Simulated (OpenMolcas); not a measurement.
W5+ among 5 point charges of -1 e arranged as a square pyramid (C4v), 2.03 Å from the ion, with the axial distance 2.274 Å.
```
   2.0300    0.0000    0.0000  -1.00
   0.0000    2.0300    0.0000  -1.00
  -2.0300    0.0000    0.0000  -1.00
   0.0000   -2.0300    0.0000  -1.00
   0.0000    0.0000    2.2736  -1.00
```

```yaml
Program: OpenMolcas
Method: CASSCF
Basis: ANO-RCC-VDZP [7s6p4d2f1g]
Scalar_Hamiltonian: DKH2, point nucleus
Active_space: 1 electron in 5 orbitals (5d)
State_averaging: 2S+1 = 2 even, 5 roots
Spin-orbit_coupling: state interaction with AMFI integrals over the reference wave functions
```

(1) What is the spin-free ground state?

(2) Where is the first state of the same spin?

(3) What are the lowest two levels with spin-orbit coupling?

(4) What is χT at 300 K, and how does it compare with the textbook value?

## Answers

(1) A state of multiplicity 2, 2-fold in its orbital part, 100 % from free-ion D terms; it has the highest spin that d1 allows.

(2) A 1-fold state lies at 693 cm-1 above the ground state.

(3) A 2-fold level with g = 0.73, 1.61, 1.61, then a 2-fold level 4218 cm-1 above it. Their leading multiplicities are 2 (100 %) and 2 (100 %).

(4) The lowest level has 2S+1 = 2, for which the spin-only value is χT = S(S+1) / 2 = 0.375 cm3 K/mol (g = 2). The computed 0.190 at 300 K differs by -0.185, through orbital momentum, spin-orbit coupling and any other state in reach.

Spin-orbit coupling mixes the spin-free states strongly: the lowest level takes only 63 % from its leading state, an unlabelled state of the same spin as most of the rest. An orbital doublet at a regular site is open to a Jahn-Teller distortion, which this geometry leaves out. This is an electrostatic model: the charges have no orbitals. An unlabelled pair can be two single states that coincide in this model. No measured value stands beside these numbers.
